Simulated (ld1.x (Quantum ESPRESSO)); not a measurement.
What the settings do to the TM potential of calcium (Ca)

Base potential:

calcium (Ca), norm-conserving Troullier–Martins (Kleinman–Bylander form), made with ld1.x (Quantum ESPRESSO) 7.5 (PBE, scalar-relativistic). Core [Ne], reference 3s2 3p6 3d0 4s1 4p1. Waves: 3p (bound): rc 1.45 bohr; 3d (bound, empty): rc 2.50 bohr; 3s (bound): rc 1.30 bohr. Local part: the s channel. Core correction: none.

Occupied shells without a wave of their own: 4p, 4s. They enter only through the test configuration that unscreens the potential.

All-electron outer shells of the reference configuration (PBE, scalar-relativistic, ld1.x):

| shell | level (eV) | outermost node (bohr) | outermost maximum (bohr) |
| --- | --- | --- | --- |
| 2s | -415.77 | 0.10 | 0.30 |
| 2p | -336.13 | – | 0.25 |
| 3s | -48.45 | 0.45 | 0.99 |
| 3p | -29.35 | 0.42 | 1.04 |
| 4s | -4.42 | 1.42 | 3.33 |
| 3d | -3.03 | – | 1.26 |
| 4p | -1.94 | 1.62 | 4.28 |

Cutoffs, loose and tight: the cutoffs (Ry, on a coarse ladder) from which the occupation-weighted sum of valence levels, in a spherical-Bessel basis at the reference potential, stays within 10 and 1 mRy of its value at 400 Ry. They do not see the model core or the augmentation charge, which bear on the density cutoff. Test errors are all-electron minus pseudo excitation energies from the reference, over the configurations 3s2 3p6 3d0 4s2 4p0; 3s2 3p6 3d0 4s1 4p0; 3s2 3p6 3d0 4s0 4p0; 3s2 3p5 3d0 4s2 4p0; 3s2 3p6 3d0 4s0 4p1; 3s2 3p6 3d0 4s0 4p2; 3s2 3p6 3d0 4s1.5 4p0. A dash means not determined; rows that change the core or the reference have their own tests.

| change | outcome | cutoff, loose | cutoff, tight | bound ghosts | largest test error (meV) |
| --- | --- | --- | --- | --- | --- |
| base | generated | 80 Ry | 110 Ry | none | +128 |
| all radii scaled by about 0.90 (s 1.16, p 1.30, d 2.24 bohr) | generated | 90 Ry | 140 Ry | none | +74 |
| all radii scaled by about 1.03 (s 1.34, p 1.50, d 2.58 bohr) | generated | 70 Ry | 90 Ry | none | +176 |
| all radii scaled by about 1.15 (s 1.50, p 1.66, d 2.88 bohr) | generated | 50 Ry | 80 Ry | none | +324 |
| all radii scaled by about 1.28 (s 1.66, p 1.86, d 3.20 bohr) | generated, misses its reference levels by 0.26 eV | 35 Ry | 70 Ry | none | -575 |
| all radii scaled by about 1.34 (s 1.74, p 1.94, d 3.34 bohr) | generated, misses its reference levels by 0.34 eV | 30 Ry | 60 Ry | none | -750 |

Task: What comes out with this change to the base: all radii scaled by about 0.81 (s 1.04, p 1.18, d 2.02 bohr)?

Result: outcome: generated; cutoff, loose: 100 Ry; cutoff, tight: 140 Ry; bound ghosts: none; largest test error (meV): +53.

Reading the sweep of the scale of all radii (base = 1) (base included, trends over the rows without a ghost): The loose cutoff falls from 100 Ry at 0.81 to 30 Ry at 1.34. A larger radius leaves more room for a smooth pseudo-wave, so fewer plane waves are needed; a smaller one forces it to follow the all-electron wave where it bends sharply. The median size of the test errors (rows with all tests solved) rises from 19.7 meV at 0.81 to 315.0 meV at 1.34. More of the atom is replaced by a form fitted at one configuration, so other configurations suffer as the radius grows.
